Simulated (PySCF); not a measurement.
C₃H₆F₂Si, SMILES C(/[SiH2]F)=C(/F)C. Coordinates come from a PBE-D3(BJ)/def2-SVP optimisation. The structure was generated by enumeration; whether it is a known compound was not checked. The values are those of a single conformer.

Problem. Give the equilibrium geometry at PBE-D3(BJ)/def2-SVP (PySCF confirms it by a frequency run) as Cartesian coordinates in Å, and its point group. (The exact figures need the calculation; the answer reports its results.)

Solution. Several could match; the one computed here: point group Cs.
```xyz
12

C      0.7382     2.6979     0.0000
C      0.0966     1.3531     0.0000
F     -1.2645     1.4425     0.0000
C      0.6501     0.1263     0.0000
Si    -0.3846    -1.4243     0.0000
F      0.6569    -2.6964     0.0000
H      0.4185     3.2768    -0.8917
H      0.4185     3.2768     0.8917
H      1.8396     2.6138     0.0000
H      1.7496     0.0609     0.0000
H     -1.2412    -1.5328    -1.2289
H     -1.2412    -1.5328     1.2289
```
Charge 0, spin multiplicity 1.
